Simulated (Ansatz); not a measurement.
Reaction (atomization): `O[Si](Br)(Br)Br` → 3 Br• + H• + O• + Si•

Calculated with Ansatz (gas phase, PBE0-D4/def2-TZVP geometries, no zero-point term in ΔE). CBS: MP2 limit from def2 TZ/QZ plus the TZ coupled-cluster correction, frozen cores. This one scheme is used for every species, atoms too. For atomizations the MP2-based limit and the directly extrapolated one differ by several kJ/mol either way, and by 10 to 25 for some Ge, Se and Sn compounds, so smaller differences from it don't rank the levels. DFT in def2-TZVPP. No spin–orbit coupling; open shells (•) take unrestricted orbitals. Spin–orbit coupling would lower the free atoms: a little for O, Si; clearly for Br. For Br outer-core shells are correlated without core-valence functions, so the limit isn't a true one: a few kJ/mol of doubt a bond, and 10 to 20 or more in all where bonds break to atoms. Scalar relativity is left out up to krypton. Each species was taken in one conformer, which may not be the lowest.

(1) What is ΔE at CCSD(T)/CBS? (Estimate.)

(2) What do these levels give: LDA (SPW92), PBE-D4, BHLYP-D4, PBE-QIDH, HF/CBS(def2), MP2/CBS(def2)? (Estimate.)

Largest T1 diagnostic among the species: 0.012.

## Answers

(1) Ansatz gave: +1998.8 kJ/mol.

(2) Ansatz gave: LDA (SPW92) 2292.1, PBE-D4 2004.0, BHLYP-D4 1868.8, PBE-QIDH 1963.4, HF/CBS(def2) 1370.1, MP2/CBS(def2) 2100.1 kJ/mol.

From r2SCAN to r2SCAN0 (25 % exact exchange), in def2-TZVPP and without D4, ΔE moves by −48.8 kJ/mol: exact exchange takes away binding that semilocal exchange gives to molecules. The D4 term adds +45.7 kJ/mol with B3LYP and +23.6 kJ/mol with PBE0; it sums over pairs of atoms, weighted by their polarisabilities, and B3LYP, whose exchange is more repulsive, gets the larger term. At CCSD(T), def2-SVP lies −239.4 kJ/mol from the extrapolated value and def2-TZVPP −97.1 kJ/mol: correlation converges slowly with the basis, and small sets miss more of it in the bonded molecule than in its fragments.

B3LYP here is the variant with VWN-RPA as its local correlation; programs differ in this.
